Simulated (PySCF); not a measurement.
# Computed records: CH₄B₂Cl

All values are calculated (PySCF 2.14.0). Calculation on a computer-drawn molecule: the log of a Hartree-Fock and frozen-core CCSD(T) single point meant for a local Hartree-Fock minimum, with one planted fault or none, to be diagnosed. Offsets are logged minus clean, where the clean run is the same molecule without the fault. The reference is restricted for singlets and unrestricted otherwise, and also for a bond in bohr or an excited solution. Adding or removing an electron swaps singlet and doublet. The excited solution moves the top pair (singlet) or top alpha electron (doublet) to the lowest empty orbital. Highest occupied and lowest empty are orbital energies over both spins, largest force is the largest gradient component, triples share is (T) over the correlation energy, the T1 limit is 0.02 restricted and 0.045 unrestricted, electrons count all cores, a negative frequency is imaginary (commonest isotopes), and the dipole is about the centre of nuclear charge.

```yaml
- formula: CH4B2Cl
  logged_structure:
    atoms_angstrom:
      - [B, -2.6637, 2.8902, 0.0828]
      - [C, -1.4057, 2.0189, 0.3699]
      - [B, -1.1215, 1.1438, 1.6157]
      - [Cl, -2.2503, 1.1021, 2.9835]
      - [H, -3.675, 4.069, 1.7296]
      - [H, -3.1037, 2.9485, -1.0331]
      - [H, -0.6402, 1.9878, -0.4056]
      - [H, -0.1501, 0.4579, 1.7154]
  given:
    meant_charge: 0
    meant_multiplicity: 2
    meant_basis: "cc-pV(D+d)Z"
    logged_electrons: 37
    logged_basis_functions: 85
    logged_SCF_converged: "yes"
    logged_spin_squared: 1.3218
    "logged_highest_occupied [eV]": -9.9043
    "logged_lowest_empty [eV]": -0.11051
    "logged_largest_force [hartree/bohr]": 0.022688
    logged_T1_diagnostic: 0.05236
    logged_D1_diagnostic: 0.25941
    logged_triples_share: 0.033409
    logged_CC_converged: "yes"
    "logged_dipole_magnitude [debye]": 2.2461
    logged_SCF_stable_within_its_kind: "yes"
    "logged_energy_HF [hartree]": -548.95266
    "logged_energy_CCSD(T) [hartree]": -549.43075
    possible_faults: "no fault, one electron removed, one electron added, multiplicity raised by two, geometry at a saddle point, SCF held on an excited solution, minimal basis STO-3G, one bond length entered in bohr, all coordinates scaled"
    drawn_bonds_atom: [1, 2, 3, 1, 1, 2, 3]
    drawn_bonds_other_atom: [2, 3, 4, 5, 6, 7, 8]
    drawn_bonds_order: [1, 1, 1, 1, 1, 1, 1]
  results:
    planted_fault: "one bond length entered in bohr, row 4 of the drawn bonds"
    "HF_energy_offset_from_clean_run [kcal/mol]": 73.14
    "CCSD(T)_energy_offset_from_clean_run [kcal/mol]": 72.09
  notes: ["T1 above single-reference limit"]
```
